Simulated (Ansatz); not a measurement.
`C=C=N[SiH2]Cl` + `N=CO` → `O/C=N/[SiH2]Cl` + `C=C=N`  (ligand exchange at the Si–N bond)

Gas-phase electronic energies from Ansatz, PBE0-D4/def2-TZVP geometries. CCSD(T)/CBS is the MP2 limit (def2-TZVPP, def2-QZVPP) plus CCSD(T) − MP2 in def2-TZVPP, frozen cores. This one scheme is used for every species. DFT in def2-TZVPP. Each species was taken in one conformer, which may not be the lowest.

**Question.** Is it downhill or uphill in electronic energy at CCSD(T)/CBS, and by how much? (Estimate.)

**Answer.** The calculation gave: Uphill: ΔE = +6.2 kJ/mol.

**Question.** What do these levels give: ωB97M-V, B2PLYP, PBE0, MP2/def2-TZVPP, CCSD(T)/def2-TZVPP, HF/def2-QZVPP? (Best estimate.)

**Answer.** The calculation gave: ωB97M-V 4.2, B2PLYP 6.5, PBE0 4.7, MP2/def2-TZVPP 8.3, CCSD(T)/def2-TZVPP 5.9, HF/def2-QZVPP 9.7 kJ/mol.

Largest T1 diagnostic among the species: 0.015.
